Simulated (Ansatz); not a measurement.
CH3Cl3OZr, SMILES `C[O][Zr]([Cl])([Cl])[Cl]`. The species carries charge 0 and has multiplicity 1. Zr: def2 effective core potential. The structure was optimised at the PBE0-D4/def2-TZVP level. It is one conformer, not always the lowest.

```xyz
9

C    -0.750   -0.448    1.490
O    -0.144   -0.086    0.284
Zr    0.668    0.399   -1.326
Cl    1.034    2.712   -1.294
Cl   -0.773   -0.186   -3.078
Cl    2.696   -0.758   -1.501
H    -0.955    0.446    2.083
H    -1.689   -0.970    1.289
H    -0.086   -1.109    2.053
```

(1) What is the dipole moment at r2SCAN/def2-TZVPP? (An estimate is asked.)

(2) And with PBE, B3LYP, ωB97M-V? (Estimate.)

(3) Give the Mulliken charges with r2SCAN, PBE, ωB97M-V in def2-TZVPP. (Best estimate.)

## Answers

(1) Ansatz gave: 3.50 D, with components (-1.52, -0.91, 3.02) D in this frame, pointing from negative to positive charge.

(2) Computed: PBE 3.45 D, B3LYP 3.43 D, ωB97M-V 3.41 D.

(3) The calculation gave: 
| atom | r2SCAN | PBE | ωB97M-V |
| --- | --- | --- | --- |
| C1 | 0.00 | -0.15 | -0.18 |
| O2 | -0.44 | -0.37 | -0.43 |
| Zr3 | 1.13 | 0.99 | 1.00 |
| Cl4 | -0.30 | -0.27 | -0.26 |
| Cl5 | -0.30 | -0.27 | -0.26 |
| Cl6 | -0.30 | -0.27 | -0.26 |
| H7 | 0.07 | 0.12 | 0.13 |
| H8 | 0.07 | 0.12 | 0.13 |
| H9 | 0.07 | 0.12 | 0.13 |

B3LYP here is the variant with VWN-RPA as its local correlation; programs differ in this.
